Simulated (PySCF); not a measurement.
Molecular orbitals of BAs

r²SCANh at R = 1.860 Å; basis B cc-pVDZ, As cc-pVDZ-PP with ECP10; scalar-relativistic core potentials; PySCF 2.14. State: ³Π (triplet), unpaired electrons σ ↑, π ↑. Only the outer orbitals are listed, counted within each symmetry, core potentials removing the inner ones.

```
spin  orbital  occ.  ε (eV)  on B (%)           main shells (%)
   α       5σ     1  -17.47        25           72 As s, 18 B s
   α       6σ     1  -10.85        58  56 B s, 22 As p, 18 As s
   α       3π     1   -7.48        31           68 As p, 30 B p
   α       7σ     1   -7.16        63   49 B p, 34 As p, 14 B s
   α       3π     1   -6.51        37           62 As p, 36 B p
   α       4π     0   -2.45        66           66 B p, 31 As p
   α       4π     0   -1.85        61           60 B p, 37 As p
   α       8σ     0    2.70        45           56 As p, 40 B p
   β       5σ     1  -16.22        25           73 As s, 17 B s
   β       6σ     1   -9.27        40  40 As p, 39 B s, 19 As s
   β       3π     1   -6.13        28           72 As p, 27 B p
   β       3π     0   -4.67        30           70 As p, 29 B p
   β       7σ     0   -3.21        80   40 B s, 38 B p, 19 As p
   β       4π     0   -0.96        69           70 B p, 28 As p
```

Question: Which are the highest filled and the lowest empty level, where do they sit, and how wide is the gap?

Answer: Highest filled β 3π at -6.13 eV (in %: 72 As p, 27 B p); lowest empty β 3π at -4.67 eV (in %: 70 As p, 29 B p); the gap at r²SCANh is 1.46 eV. Both belong to one degenerate shell, split only by its one-sided filling, so this is no excitation gap.

| Item | Value |
| --- | --- |
| bond order (Mayer) | 2.27 |
| ⟨S²⟩ | 2.014 |
| charge on B (Mulliken, basis-dependent) | -0.08 |
| charge on B (Löwdin, basis-dependent) | -0.13 |
| dipole moment (positive dipole means B(−)As(+)) | 0.07 D |

Spin–orbit coupling is left out. The state is the lowest determinant that a PBE0 search found; another state may lie lower at other levels.
